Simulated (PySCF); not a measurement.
A PySCF script (with the pyscf-properties extension) for the NMR shieldings of `CC(=O)[C@@H]1CC12CCC2`, C$_{8}$H$_{12}$O, on a GFN2-xTB geometry:

```python
import basis_set_exchange as bse
import numpy as np
from pyscf import gto, dft
from pyscf.prop import nmr

atoms = """
C     2.866545    0.406869    1.048078
C     1.743098    0.679514    0.073670
O     1.561802    1.767691   -0.422802
C     0.880957   -0.487815   -0.205509
C     0.161055   -0.556721   -1.539943
C    -0.617915   -0.273700   -0.315166
C    -1.675615   -1.144725    0.339455
C    -2.473270    0.129279    0.674715
C    -1.381924    0.994828    0.018128
H     3.412561    1.322796    1.257194
H     3.544633   -0.330027    0.621814
H     2.462090    0.001032    1.972736
H     1.202306   -1.422961    0.235975
H     0.076694   -1.524669   -2.011060
H     0.343678    0.264853   -2.217316
H    -1.327654   -1.703846    1.207287
H    -2.174139   -1.832763   -0.342281
H    -3.441908    0.188545    0.184767
H    -2.604624    0.306426    1.739519
H    -1.704523    1.557778   -0.855439
H    -0.862766    1.674560    0.690408
"""
names = dict.fromkeys(["C", "O", "H"], "pcSseg-1")
basis = {el: gto.basis.parse(bse.get_basis(n, elements=[el], fmt="nwchem")) for el, n in names.items()}
mol = gto.M(atom=atoms, basis=basis, charge=0, verbose=0)
mf = dft.RKS(mol, xc="PBE0")
mf.grids.level = 2
mf.grids.alignment = dft.numint.BLKSIZE   # the property module wants whole blocks of grid points
mf.conv_tol = 1e-9
mf.kernel()

calc = nmr.RKS(mf)   # GIAO
C = mf.mo_coeff
Co = C[:, mf.mo_occ > 0]
resp = mf.gen_response(singlet=True, hermi=2)
def vind(x):   # induced exchange potential for any number of trial vectors
    d = np.einsum("pi,xij,qj->xpq", C, 2 * x.reshape(-1, C.shape[1], Co.shape[1]), Co, optimize=True)
    return np.einsum("xpq,pi,qj->xij", resp(d - d.transpose(0, 2, 1)), C, Co, optimize=True).ravel()
mo1, _ = nmr.rhf.solve_mo1(calc, with_cphf=vind)
sigma = calc.kernel(mo1)
for i, s in enumerate(sigma):   # ppm
    print("%2d %-2s %9.2f" % (i, mol.atom_pure_symbol(i), np.trace(s) / 3))
```

Task: What does it print?

Result: 
```
 0 C     151.31
 1 C     -23.53
 2 O    -296.40
 3 C     149.37
 4 C     158.62
 5 C     153.32
 6 C     155.64
 7 C     171.99
 8 C     159.37
 9 H      29.69
10 H      29.25
11 H      29.26
12 H      30.04
13 H      30.80
14 H      30.57
15 H      29.48
16 H      29.46
17 H      29.67
18 H      29.73
19 H      29.47
20 H      29.49
```

These numbers come from an equivalent density-fitted implementation of the same equations, which agrees with the script to about 0.01 ppm for H and up to a few tenths of a ppm for heavy atoms, so last digits may differ.

Size and cost of the density-fitted run: 213 basis functions, 30 s wall time on 1 thread of an Intel Xeon 6975P-C, shared host; peak memory 0.95 GiB.
